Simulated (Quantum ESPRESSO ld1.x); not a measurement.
Species: W III. Configuration: [Xe] 4f14 5d4. All-electron calculation, Dirac Kohn-Sham, LDA (Slater exchange, VWN5 correlation), spin-unpolarised, spherical densities, point nucleus; open shells fill j = l - 1/2 first. Program: ld1.x of Quantum ESPRESSO 7.5.

Normalised radial functions P(r) = r R(r) (large component), r in bohr:

r	6p1/2	5f7/2
0.003496	0.0088	0.0000
0.004853	0.0133	0.0000
0.006792	0.0203	0.0000
0.009428	0.0304	0.0000
0.01309	0.0447	0.0000
0.01817	0.0624	0.0000
0.02522	0.0803	0.0001
0.03501	0.0893	0.0003
0.0486	0.0741	0.0009
0.06747	0.0202	0.0025
0.09366	-0.0642	0.0062
0.13	-0.1249	0.0137
0.1805	-0.0803	0.0261
0.2506	0.0751	0.0413
0.3506	0.1852	0.0522
0.4867	0.0669	0.0496
0.6757	-0.1943	0.0303
0.9379	-0.3074	-0.0035
1.302	-0.1007	-0.0509
1.807	0.2991	-0.1177
2.509	0.6002	-0.2134
3.483	0.5909	-0.3297
4.835	0.3362	-0.4121
6.712	0.1027	-0.3866
9.318	0.0144	-0.2488
12.93	0.0007	-0.0951
17.96	0.0000	-0.0173

6p1/2 (empty): eigenvalue -13.874 eV, 4 radial nodes at r = 0.0735, 0.217, 0.532, 1.42 bohr, <r> = 3.30 bohr, 90 % of the charge inside 4.77 bohr. 5f7/2 (empty): eigenvalue -4.248 eV, 1 radial node at r = 0.911 bohr, <r> = 6.35 bohr, 90 % of the charge inside 9.63 bohr.
